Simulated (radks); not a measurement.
The numbers below are computed, except where a source is named.
Task: Coherent X-ray form factor from a spherical all-electron density. Level of theory: non-relativistic Kohn-Sham, PBE, spin-polarised, spherical densities, point nucleus (a radial shooting solver on a logarithmic mesh with Libxc functionals).

| sin(theta)/lambda (1/angstrom) | f0 (electrons) |
|---|---|
| 0.05 | 3.715 |
| 0.1 | 3.086 |
| 0.15 | 2.483 |
| 0.2 | 2.070 |
| 0.25 | 1.828 |
| 0.3 | 1.687 |
| 0.4 | 1.513 |
| 0.5 | 1.355 |
| 0.6 | 1.188 |
| 0.8 | 0.870 |
| 1 | 0.619 |
| 1.25 | 0.401 |
| 1.5 | 0.263 |
| 2 | 0.121 |

The species is in the configuration that NIST lists as its ground one. Which atom or ion scatters so?

Result: Neutral beryllium, [He] 2s2. Extrapolating in s^2 from the first two rows gives f0(0) = 3.9, near the electron count 4; among species with that count, the fall with angle is slower the higher Z, and the table is that of Z = 4; from so few rows the species is fixed only to a neighbour or two.
